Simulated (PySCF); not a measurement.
C4H5ClSi, SMILES C#C[SiH2]C(=C)Cl.

Geometry optimised at PBE-D3(BJ)/def2-SVP. The structure was generated by enumeration, and PubChem lists no compound with its InChIKey, so it may never have been made. The values are those of a single conformer.

Two levels are set side by side: PBE/def2-TZVP (PySCF) and HF/def2-TZVP (PySCF). Same geometry, gas phase. Differences are taken from unrounded values.

```json
[
 {"quantity": "orbital gap (eV)", "HF": "12.95", "PBE": "4.65", "PBE minus HF": "-8.30"},
 {"quantity": "highest occupied level (eV)", "HF": "-10.13", "PBE": "-6.51", "PBE minus HF": "3.63"},
 {"quantity": "lowest empty level (eV)", "HF": "2.82", "PBE": "-1.86", "PBE minus HF": "-4.68"},
 {"quantity": "dipole moment (D)", "HF": "2.39", "PBE": "1.82", "PBE minus HF": "-0.57"},
 {"quantity": "mean polarisability (bohr³)", "HF": "79.7", "PBE": "86.2", "PBE minus HF": "6.5"}
]
```

PBE's occupied levels lie high since its potential decays too fast outside the molecule; exact exchange lowers them and widens the gap. Loosely held outer electrons make PBE densities more polarisable. Differences between two approximate levels are no errors against the true value.

Rough cost on one machine, each run with all the roots and properties that it gave: HF against PBE about 1/3.
